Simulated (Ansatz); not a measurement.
Consider the formal exchange of groups at the Si–Cl bond: `O[Si](Cl)(Cl)O[SiH3]` + ethylene → `C=C[Si](O)(Cl)O[SiH3]` + HCl.

Computed with Ansatz on PBE0-D4/def2-TZVP structures; ΔE is electronic, products minus reactants. CBS: MP2 limit from def2 TZ/QZ plus the TZ coupled-cluster correction, frozen cores. This one scheme is used for every species. DFT in def2-TZVPP. One conformer a species, not always the lowest.

`O[Si](Cl)(Cl)O[SiH3]`:

```xyz
10

O     2.295    0.805    0.256
Si    1.001   -0.086    0.636
Cl    1.439   -2.075    0.568
Cl    0.361    0.326    2.527
O    -0.138    0.269   -0.426
Si   -1.677    0.055   -0.966
H     3.085    0.713    0.791
H    -1.869    0.954   -2.127
H    -2.633    0.398    0.114
H    -1.864   -1.359   -1.375
```

`C=C`:

Z-matrix (Å, degrees):
```
C
C 1 1.323
H 1 1.085 2 121.7
H 1 1.085 2 121.7 3 -180.0
H 2 1.085 1 121.7 3 -0.0
H 2 1.085 1 121.7 3 -180.0
```

`C=C[Si](O)(Cl)O[SiH3]`:

```xyz
14

C     2.046    0.894    0.946
C     1.487   -0.279    1.229
Si   -0.134   -0.792    0.543
O    -1.109   -1.208    1.777
Cl    0.073   -2.441   -0.685
O    -0.757    0.398   -0.364
Si   -1.426    0.749   -1.821
H     3.007    1.188    1.355
H     1.559    1.612    0.292
H     2.011   -0.966    1.891
H    -1.872   -1.758    1.592
H    -0.475    0.429   -2.915
H    -1.732    2.200   -1.830
H    -2.678   -0.027   -2.010
```

HCl:

```xyz
2

Cl    0.304   -0.129    0.548
H    -0.304    0.129   -0.548
```

```tsv
level	ΔE (kJ/mol)
PBE0-D4	87.0
MP2/def2-QZVPP	90.0
```

**Question.** What does CCSD(T)/CBS give? (An estimate is asked.)

**Answer.** The calculation gave: +87.7 kJ/mol. The listed levels differ from it by -0.7, 2.3 kJ/mol.

Largest T1 diagnostic among the species: 0.011.

The D4 term adds −4.8 kJ/mol with B3LYP and −3.2 kJ/mol with PBE0; it sums over pairs of atoms, weighted by their polarisabilities, and B3LYP, whose exchange is more repulsive, gets the larger term. In def2-TZVPP, CCSD(T) changes the Hartree–Fock value by −15.7 kJ/mol (the triples alone add −1.7 kJ/mol) and MP2 by −12.0 kJ/mol.

B3LYP here is the variant with VWN-RPA as its local correlation; programs differ in this.
